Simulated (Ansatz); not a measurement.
Compare A (`[SiH3]C[O][SnH3]`) with its isomer B (`C[SiH](O)[SnH3]`).

Program: Ansatz. Geometries: PBE0-D4/def2-TZVP. ΔE: electronic, gas phase. CCSD(T)/CBS is the MP2 limit (def2-TZVPP, def2-QZVPP) plus CCSD(T) − MP2 in def2-TZVPP, frozen cores. DFT in def2-TZVPP. B3LYP here is the variant with VWN-RPA as its local correlation; programs differ in this. def2 core potentials past Kr. For Sn outer-core shells are correlated without core-valence functions, which leaves a few kJ/mol of doubt a bond. One conformer a species, not always the lowest.

Q: Which is lower in electronic energy at CCSD(T)/CBS, and by how much? (Estimate.)

A: Ansatz gave: B, by 208.3 kJ/mol.

Q: Give E(B) − E(A) in kJ/mol with B3LYP, r2SCAN-D4, CCSD/def2-TZVPP, PBE-D4, ωB97M-V, PBE0-D4, B2PLYP. (Best estimate.)

A: Computed: B3LYP -201.4, r2SCAN-D4 -211.8, CCSD/def2-TZVPP -206.0, PBE-D4 -207.4, ωB97M-V -207.9, PBE0-D4 -214.6, B2PLYP -203.8. None reverses the order clearly.

Largest T1 diagnostic: 0.014.

In def2-TZVPP, CCSD(T) changes the Hartree–Fock value by −8.5 kJ/mol (the triples alone add +1.2 kJ/mol) and MP2 by −17.0 kJ/mol. From PBE to PBE0 (25 % exact exchange), in def2-TZVPP and without D4, E(B) − E(A) moves by −7.1 kJ/mol.
